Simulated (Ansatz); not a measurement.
Computed with Ansatz on PBE0-D4/def2-TZVP structures; ΔE is electronic, products minus reactants. CCSD(T)/CBS is the MP2 limit (def2-TZVPP, def2-QZVPP) plus CCSD(T) − MP2 in def2-TZVPP, frozen cores. This one scheme is used for every species. Functionals use def2-TZVPP. One conformer a species, not always the lowest.

Consider the redistribution: `N[SiH](O)F` + `OB(F)[SiH2][SiH3]` → `N[SiH](F)[SiH2][SiH3]` + `OB(O)F`.

| species | B2PLYP energy (Eh) |
| --- | --- |
| `N[SiH](O)F` | -521.73476 |
| `OB(F)[SiH2][SiH3]` | -782.34680 |
| `N[SiH](F)[SiH2][SiH3]` | -1027.61242 |
| `OB(O)F` | -276.47703 |

Task: Work out ΔE.

Result: ΔE = (-1027.61242) + (-276.47703) − (-521.73476) − (-782.34680) = -0.00789 Eh = -20.7 kJ/mol. CCSD(T)/CBS gives -21.3 kJ/mol.

Largest T1 diagnostic among the species: 0.014.

The D4 term adds −3.9 kJ/mol with B3LYP and −2.4 kJ/mol with PBE0; it sums over pairs of atoms, weighted by their polarisabilities, and B3LYP, whose exchange is more repulsive, gets the larger term.

B3LYP here is the variant with VWN-RPA as its local correlation; programs differ in this.
